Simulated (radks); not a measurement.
Task: Radial electron density D(r) = 4 pi r^2 rho(r) of an atom or ion with 61 electrons. Method: non-relativistic Kohn-Sham, exchange-only PBE, spin-polarised, spherical densities, point nucleus; computed with a radial shooting solver on a logarithmic mesh with Libxc functionals.

| r (bohr) | D(r) (e/bohr) | spin D(r) |
|---|---|---|
| 0.003653 | 19.61 | 0.0000417 |
| 0.004834 | 29.54 | 0.0000629 |
| 0.006345 | 41.99 | 0.0000895 |
| 0.008395 | 56.71 | 0.000122 |
| 0.01111 | 70.71 | 0.000156 |
| 0.0147 | 79.89 | 0.000189 |
| 0.01945 | 80.96 | 0.000223 |
| 0.02573 | 75.79 | 0.000245 |
| 0.03404 | 73.80 | 0.000120 |
| 0.04468 | 84.46 | -0.000632 |
| 0.05912 | 103.7 | -0.00272 |
| 0.07823 | 109.7 | -0.00263 |
| 0.1035 | 94.49 | 0.0271 |
| 0.1369 | 86.27 | 0.193 |
| 0.1812 | 96.99 | 0.768 |
| 0.2398 | 85.44 | 2.20 |
| 0.3147 | 50.89 | 4.64 |
| 0.4164 | 43.33 | 7.55 |
| 0.5509 | 49.63 | 8.90 |
| 0.729 | 33.31 | 7.62 |
| 0.9645 | 16.14 | 4.97 |
| 1.276 | 10.50 | 2.42 |
| 1.689 | 6.343 | 0.719 |
| 2.216 | 2.245 | 0.0905 |
| 2.932 | 0.3794 | -0.00561 |
| 3.88 | 0.02610 | -0.00161 |
| 5.134 | 0.0005488 | -0.0000521 |

What is the nuclear charge?

Result: Z = 64. The innermost maximum, from 1s, lies near 1/Z = 0.0156 bohr (found: 0.0175), and its height grows with Z. The density is that of the gadolinium ion Gd3+ in [Xe] 4f7; the configuration itself is not fixed sharply by these data, and Z only to a few units. D(r) has 4 maxima, at r = 0.0175, 0.0728, 0.193, 0.529 bohr, and minima at 0.0317, 0.131, 0.378 bohr, inside which lie 1.98, 11.42, 29.41 electrons.
